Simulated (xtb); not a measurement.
xtb input (GFN2-xTB):

```bash
xtb mol.xyz --gfn 2 --sp --chrg 0 --uhf 0
```
mol.xyz:
```
4

Ta     0.18903893     0.01764093     0.24473479
O      1.53795057    -0.80356101    -0.47784188
O     -0.63822648    -1.15055263     1.22810046
Cl    -1.23515497     0.84383067    -1.40398282
```

Output:

```
           -------------------------------------------------
          |                Calculation Setup                |
           -------------------------------------------------

           -------------------------------------------------
          |                 G F N 2 - x T B                 |
           -------------------------------------------------

        Reference                      10.1021/acs.jctc.8b01176
      * Hamiltonian:
        H0-scaling (s, p, d)           1.850000    2.230000    2.230000
        zeta-weighting                 0.500000
      * Dispersion:
        s8                             2.700000
        a1                             0.520000
        a2                             5.000000
        s9                             5.000000
      * Repulsion:
        kExp                           1.500000    1.000000
        rExp                           1.000000
      * Coulomb:
        alpha                          2.000000
        third order                    shell-resolved
        anisotropic                    true
        a3                             3.000000
        a5                             4.000000
        cn-shift                       1.200000
        cn-exp                         4.000000
        max-rad                        5.000000

          ...................................................
          :                      SETUP                      :
          :.................................................:
          :  # basis functions                  28          :
          :  # atomic orbitals                  26          :
          :  # shells                           10          :
          :  # electrons                        24          :
          :  max. iterations                   250          :
          :  Hamiltonian                  GFN2-xTB          :
          :  restarted?                      false          :
          :  GBSA solvation                  false          :
          :  PC potential                    false          :
          :  electronic temp.          300.0000000     K    :
          :  accuracy                    1.0000000          :
          :  -> integral cutoff          0.2500000E+02      :
          :  -> integral neglect         0.1000000E-07      :
          :  -> SCF convergence          0.1000000E-05 Eh   :
          :  -> wf. convergence          0.1000000E-03 e    :
          :  Broyden damping             0.4000000          :
          :  net charge                          0          :
          :  unpaired electrons                  0          :
          ...................................................

 iter      E             dE          RMSdq      gap      omega  full diag
   1    -14.3562599 -0.143563E+02  0.136E+01    0.58       0.0  T
   2    -14.4317357 -0.754757E-01  0.136E+01    3.06       1.0  T
   3    -14.6567179 -0.224982E+00  0.814E+00    1.56       1.0  T
   4    -14.6566086  0.109289E-03  0.379E+00    1.64       1.0  T
   5    -14.6630683 -0.645968E-02  0.143E+00    1.29       1.0  T
   6    -14.6621869  0.881404E-03  0.141E+00    1.52       1.0  T
   7    -14.6640430 -0.185605E-02  0.437E-01    1.36       1.0  T
   8    -14.6641750 -0.132082E-03  0.277E-01    1.42       1.0  T
   9    -14.6642349 -0.598989E-04  0.453E-02    1.40       1.1  T
  10    -14.6642342  0.725302E-06  0.456E-02    1.40       1.1  T
  11    -14.6642362 -0.196892E-05  0.194E-02    1.40       2.6  T
  12    -14.6642366 -0.381523E-06  0.390E-03    1.40      12.8  T
  13    -14.6642366  0.435424E-08  0.508E-03    1.40       9.8  T
  14    -14.6642366 -0.264455E-07  0.225E-03    1.40      22.2  T
  15    -14.6642366 -0.338105E-08  0.790E-04    1.40      63.3  T
  16    -14.6642366 -0.762778E-09  0.307E-04    1.40     162.9  T

   *** convergence criteria satisfied after 16 iterations ***

         #    Occupation            Energy/Eh            Energy/eV
      -------------------------------------------------------------
         1        2.0000           -1.1204336             -30.4886
       ...           ...                  ...                  ...
         6        2.0000           -0.4854592             -13.2100
         7        2.0000           -0.4821772             -13.1207
         8        2.0000           -0.4722170             -12.8497
         9        2.0000           -0.4689598             -12.7610
        10        2.0000           -0.4677500             -12.7281
        11        2.0000           -0.4563152             -12.4170
        12        2.0000           -0.4477523             -12.1840 (HOMO)
        13                         -0.3963645             -10.7856 (LUMO)
        14                         -0.3157764              -8.5927
        15                         -0.2879173              -7.8346
        16                         -0.2329633              -6.3393
        17                         -0.2070686              -5.6346
       ...                                ...                  ...
        26                          0.7443026              20.2535
      -------------------------------------------------------------
                  HL-Gap            0.0513879 Eh            1.3983 eV
             Fermi-level           -0.4220579 Eh          -11.4848 eV

 SCC (total)                   0 d,  0 h,  0 min,  0.003 sec
 SCC setup                      ...        0 min,  0.000 sec (  1.705%)
 Dispersion                     ...        0 min,  0.000 sec (  0.641%)
 classical contributions        ...        0 min,  0.000 sec (  0.329%)
 integral evaluation            ...        0 min,  0.001 sec ( 16.791%)
 iterations                     ...        0 min,  0.002 sec ( 55.885%)
 molecular gradient             ...        0 min,  0.001 sec ( 23.287%)
 printout                       ...        0 min,  0.000 sec (  1.216%)

         :::::::::::::::::::::::::::::::::::::::::::::::::::::
         ::                     SUMMARY                     ::
         :::::::::::::::::::::::::::::::::::::::::::::::::::::
         :: total energy             -14.630261474110 Eh    ::
         :: gradient norm              0.020839090681 Eh/a0 ::
         :: HOMO-LUMO gap              1.398334799416 eV    ::
         ::.................................................::
         :: SCC energy               -14.664236256203 Eh    ::
         :: -> isotropic ES            0.079340640741 Eh    ::
         :: -> anisotropic ES          0.008861589517 Eh    ::
         :: -> anisotropic XC         -0.003739266944 Eh    ::
         :: -> dispersion             -0.002626601956 Eh    ::
         :: repulsion energy           0.033974782093 Eh    ::
         :: add. restraining           0.000000000000 Eh    ::
         :: total charge               0.000000000000 e     ::
         :::::::::::::::::::::::::::::::::::::::::::::::::::::

           -------------------------------------------------
          |                Property Printout                |
           -------------------------------------------------

    * Orbital Energies and Occupations

         #    Occupation            Energy/Eh            Energy/eV
      -------------------------------------------------------------
         1        2.0000           -1.1204336             -30.4886
         2        2.0000           -0.7171688             -19.5152
         3        2.0000           -0.6742989             -18.3486
         4        2.0000           -0.5488268             -14.9343
         5        2.0000           -0.4918957             -13.3852
         6        2.0000           -0.4854592             -13.2100
         7        2.0000           -0.4821772             -13.1207
         8        2.0000           -0.4722170             -12.8497
Note: The following floating-point exceptions are signalling: IEEE_UNDERFLOW_FLAG IEEE_DENORMAL
normal termination of xtb
         9        2.0000           -0.4689598             -12.7610
        10        2.0000           -0.4677500             -12.7281
        11        2.0000           -0.4563152             -12.4170
        12        2.0000           -0.4477523             -12.1840 (HOMO)
        13                         -0.3963645             -10.7856 (LUMO)
        14                         -0.3157764              -8.5927
        15                         -0.2879173              -7.8346
        16                         -0.2329633              -6.3393
        17                         -0.2070686              -5.6346
        18                         -0.1513248              -4.1178
        19                         -0.0185150              -0.5038
        20                         -0.0180330              -0.4907
        21                         -0.0112666              -0.3066
        22                         -0.0072307              -0.1968
        23                         -0.0064420              -0.1753
       ...                                ...                  ...
        26                          0.7443026              20.2535
      -------------------------------------------------------------
                  HL-Gap            0.0513879 Eh            1.3983 eV
             Fermi-level           -0.4220579 Eh          -11.4848 eV

     #   Z          covCN         q      C6AA      α(0)
     1  73 Ta       2.197     1.061   336.375    42.462
     2   8 O        0.722    -0.460    22.976     6.423
     3   8 O        0.722    -0.460    22.976     6.423
     4  17 Cl       0.752    -0.141   103.358    15.551

 Mol. C6AA /au·bohr⁶  :       1404.554427
 Mol. C8AA /au·bohr⁸  :     121849.758986
 Mol. α(0) /au        :         70.859818

Wiberg/Mayer (AO) data.
largest (>0.10) Wiberg bond orders for each atom

 ---------------------------------------------------------------------------
     #   Z sym  total        # sym  WBO       # sym  WBO       # sym  WBO
 ---------------------------------------------------------------------------
     1  73 Ta   5.322 --     3 O    2.089     2 O    2.089     4 Cl   1.144
     2   8 O    2.376 --     1 Ta   2.089     4 Cl   0.144     3 O    0.143
     3   8 O    2.376 --     1 Ta   2.089     4 Cl   0.144     2 O    0.143
     4  17 Cl   1.432 --     1 Ta   1.144     3 O    0.144     2 O    0.144
 ---------------------------------------------------------------------------

Topologies differ in total number of bonds
Writing topology from bond orders to xtbtopo.mol

molecular dipole:
                 x           y           z       tot (Debye)
 q only:       -0.073       1.508       0.214
   full:       -0.266       2.816       0.233       7.214
molecular quadrupole (traceless):
                xx          xy          yy          xz          yz          zz
 q only:       -1.582       2.044       0.811       2.691       3.456       0.770
  q+dip:       -1.710       3.274       0.133       3.548       5.011       1.576
   full:       -2.158       3.743       0.323       4.478       5.872       1.835

           -------------------------------------------------
          | TOTAL ENERGY              -14.630261474110 Eh   |
          | GRADIENT NORM               0.020839090681 Eh/α |
          | HOMO-LUMO GAP               1.398334799416 eV   |
           -------------------------------------------------

------------------------------------------------------------------------
------------------------------------------------------------------------
 total:
 SCF:
```
